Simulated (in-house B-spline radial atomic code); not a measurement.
# The silicon ion Si⁵⁺: [He] 2s1 2p5 6f1 (an excited or competing configuration)

All numbers are computed (Dirac-Hartree-Fock, average of configuration; Fermi nucleus of rms radius 3.1224 fm) with a B-spline radial code for spherical atoms, not measured.

Z_r = [3n² - l(l+1)]/(2<r>); Z_e = n√(-2ε); the last column is Slater's effective charge. Values are occupation-weighted means over j.

| shell | electrons | ε (eV) | <r> (bohr) | Z_r | Z_e | Slater |
| --- | --- | --- | --- | --- | --- | --- |
| 1s | 2 | -2028.3 | 0.111 | 13.52 | 12.21 | 13.70 |
| 2s | 1 | -294.2 | 0.5306 | 11.31 | 9.30 | 10.55 |
| 2p | 5 | -243.31 | 0.4879 | 10.25 | 8.46 | 10.55 |
| 6f | 1 | -13.628 | 7.981 | 6.01 | 6.00 | 6.00 |

The least bound orbital is 6f7/2 at -13.63 eV, and it is also the most diffuse (<r> = 7.981 bohr).

Spin-orbit splittings of the orbital energies (j = l + 1/2 above j = l - 1/2 when positive): 2p 0.7826 eV, 6f 0.0003389 eV.

For the 1s electron the small component carries 0.246 % of the norm, the zero-frequency Breit interaction raises the level by 1.096 eV, self-energy by 0.4793 eV, and vacuum polarisation lowers it by 0.02976 eV.
